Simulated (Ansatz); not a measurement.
AsBCl₃H₃, SMILES `Cl[B-](Cl)(Cl)[AsH3+]`. The species carries charge 0 and has multiplicity 1. The structure was optimised at the PBE0-D4/def2-TZVP level.

```xyz
8

Cl    2.240    0.519   -0.607
B     0.793   -0.576   -0.631
Cl    0.006   -0.749   -2.257
Cl    1.011   -2.135    0.271
As   -0.668    0.485    0.532
H    -1.070    1.845    0.034
H    -0.305    0.788    1.959
H    -2.007   -0.177    0.700
```

Problem. What is the dipole moment at r2SCAN/def2-TZVPP? (Estimate.)

Solution. Ansatz gave: 5.30 D, with components (-3.60, 2.62, 2.87) D in this frame, pointing from negative to positive charge.

Problem. And with PBE, B3LYP, ωB97M-V? (Best estimate.)

Solution. Ansatz gave: PBE 5.09 D, B3LYP 5.25 D, ωB97M-V 5.39 D.

Problem. Give the Mulliken charges with r2SCAN, PBE, ωB97M-V in def2-TZVPP. (Best estimate.)

Solution. Computed: 
| atom | r2SCAN | PBE | ωB97M-V |
| --- | --- | --- | --- |
| Cl1 | -0.19 | -0.16 | -0.14 |
| B2 | 0.11 | 0.05 | 0.01 |
| Cl3 | -0.19 | -0.16 | -0.14 |
| Cl4 | -0.19 | -0.16 | -0.14 |
| As5 | 0.34 | 0.31 | 0.22 |
| H6 | 0.04 | 0.04 | 0.07 |
| H7 | 0.04 | 0.04 | 0.07 |
| H8 | 0.04 | 0.04 | 0.07 |

B3LYP here is the variant with VWN-RPA as its local correlation; programs differ in this.
